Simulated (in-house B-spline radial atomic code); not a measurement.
Radial electron density of Se IV (Se3+), [Ar] 3d10 4s2 4p1. Method: non-relativistic B3LYP, spin-polarised, spherical fractional occupations, point nucleus. Calculated with an all-electron radial atomic-structure program (B-spline basis).

Caution: exact exchange at fractional occupations of open shells leaves self-interaction of up to several eV.

Columns: r (bohr), 4πr²n(r) (electrons per bohr), bar.

```
 0.00194    1.123 #
 0.00236    1.615 #
 0.00288    2.321 ##
 0.00351    3.303 ###
 0.00429    4.679 ####
 0.00523    6.524 ######
 0.00638    8.979 ########
 0.00778    12.14 ###########
 0.00948    16.07 ###############
  0.0116    20.84 ###################
  0.0141    26.02 ########################
  0.0172    31.45 ############################
   0.021     36.4 #################################
  0.0256       40 ####################################
  0.0312     41.5 ######################################
  0.0381    40.59 #####################################
  0.0465    37.83 ##################################
  0.0567    34.91 ################################
  0.0691    34.09 ###############################
  0.0843    36.92 #################################
   0.103     42.8 #######################################
   0.125    48.05 ###########################################
   0.153    48.65 ############################################
   0.187    42.51 ######################################
   0.228    33.18 ##############################
   0.277    27.02 ########################
   0.338    27.38 #########################
   0.413    31.46 ############################
   0.504    32.52 #############################
   0.614    27.32 #########################
   0.749    18.34 #################
   0.914    10.26 #########
    1.11    5.597 #####
    1.36    3.503 ###
    1.66    2.507 ##
    2.02    1.608 #
    2.47   0.7717 #
    3.01    0.263 
    3.67  0.05883 
    4.47 0.008099 
    5.46 0.0006034 
    6.66 2.302e-05
```

On this grid the curve has 3 maxima, near 0.0312, 0.153, 0.504 bohr.

The 4s down radial function P(r) = rR(r), positive near the nucleus:

| r (bohr) | P |
| --- | --- |
| 0.000588 | 0.009745 |
| 0.000875 | 0.01436 |
| 0.0013 | 0.02102 |
| 0.00194 | 0.03069 |
| 0.00288 | 0.0441 |
| 0.00429 | 0.06251 |
| 0.00638 | 0.08627 |
| 0.00948 | 0.1144 |
| 0.0141 | 0.1425 |
| 0.021 | 0.1595 |
| 0.0312 | 0.1452 |
| 0.0465 | 0.07308 |
| 0.0691 | -0.06627 |
| 0.103 | -0.2256 |
| 0.153 | -0.2617 |
| 0.228 | -0.03398 |
| 0.338 | 0.3347 |
| 0.504 | 0.4021 |
| 0.749 | -0.08972 |
| 1.11 | -0.7179 |
| 1.66 | -0.8551 |
| 2.47 | -0.4638 |
| 3.67 | -0.1079 |
| 5.46 | -0.007617 |
